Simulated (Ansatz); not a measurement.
Consider the ligand exchange at the Si–O bond: `[SiH3][O][Cd][SH]` + `[NH2][Sn][OH]` → `[NH2][Sn][O][SiH3]` + `[OH][Cd][SH]`.

Gas-phase electronic energies from Ansatz, PBE0-D4/def2-TZVP geometries. CCSD(T)/CBS adds triple-zeta CCSD(T) − MP2 to the extrapolated MP2 energy (def2 sets, frozen cores). Functionals use def2-TZVPP. def2 core potentials past Kr. For Cd, Sn outer-core shells are correlated without core-valence functions, which leaves a few kJ/mol of doubt a bond. One conformer a species, not always the lowest.

| species | LC-ωPBE energy (Eh) |
| --- | --- |
| `[SiH3][O][Cd][SH]` | -932.98349 |
| `[NH2][Sn][OH]` | -346.13864 |
| `[NH2][Sn][O][SiH3]` | -636.78943 |
| `[OH][Cd][SH]` | -642.33169 |

Question: Work out ΔE.

Answer: ΔE = (-636.78943) + (-642.33169) − (-932.98349) − (-346.13864) = 0.00101 Eh = +2.7 kJ/mol. CCSD(T)/CBS gives -3.6 kJ/mol.

Largest T1 diagnostic among the species: 0.017.

The D4 term adds −4.0 kJ/mol with B3LYP and −2.2 kJ/mol with PBE0; it sums over pairs of atoms, weighted by their polarisabilities, and B3LYP, whose exchange is more repulsive, gets the larger term. At CCSD(T), def2-SVP lies +4.4 kJ/mol from the extrapolated value and def2-TZVPP +3.8 kJ/mol. Leaving LDA and LC-ωPBE aside and taking each functional with its dispersion term where it has one, the values, not all of them listed here, spread over 8.5 kJ/mol, from BLYP-D4 to PBE-QIDH. LDA lies −3.1 kJ/mol from PBE without D4.

B3LYP here is the variant with VWN-RPA as its local correlation; programs differ in this.
